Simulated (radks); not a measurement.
Ionisation of the technetium ion Tc+, [Kr] 4d5 5s1, to [Kr] 4d5 as the strength of local exchange is varied. Method: scalar-relativistic Kohn-Sham, Slater X-alpha exchange (alpha = 2/3 is LDA exchange), no correlation, spin-unpolarised, spherical densities, finite nucleus; Fermi nuclear charge, rms radius 4.4112 fm; computed with a radial shooting solver on a logarithmic mesh with Libxc functionals.

alpha = 0.667: E(Tc+) (hartree) -4276.99665; exchange (hartree) -119.68171; IE (eV) 14.170; -e of the level emptied (eV) 10.700 (5s); <r> of it (bohr) 3.055
alpha = 0.822: E(Tc+) (hartree) -4304.94318; exchange (hartree) -148.42224; IE (eV) 15.237; -e of the level emptied (eV) 11.746 (5s); <r> of it (bohr) 2.957
alpha = 0.936: E(Tc+) (hartree) -4325.60931; exchange (hartree) -169.78248; IE (eV) 16.043; -e of the level emptied (eV) 12.544 (5s); <r> of it (bohr) 2.889
alpha = 0.953: E(Tc+) (hartree) -4328.69921; exchange (hartree) -172.98388; IE (eV) 16.164; -e of the level emptied (eV) 12.665 (5s); <r> of it (bohr) 2.879
alpha = 0.963: E(Tc+) (hartree) -4330.51779; exchange (hartree) -174.86900; IE (eV) 16.236; -e of the level emptied (eV) 12.736 (5s); <r> of it (bohr) 2.873
alpha = 0.996: E(Tc+) (hartree) -4336.52426; exchange (hartree) -181.10014; IE (eV) 16.474; -e of the level emptied (eV) 12.974 (5s); <r> of it (bohr) 2.854

NIST Atomic Spectra Database: 15.260 eV (semi-empirical). The Delta-SCF value meets it near alpha = 0.83. Spin polarisation and multiplet splitting are left out, so open shells lie too high by an amount that depends on their filling.

Beside tabulated values, note that spin-unpolarised runs miss the spin-polarisation part of the exchange energy of open shells.
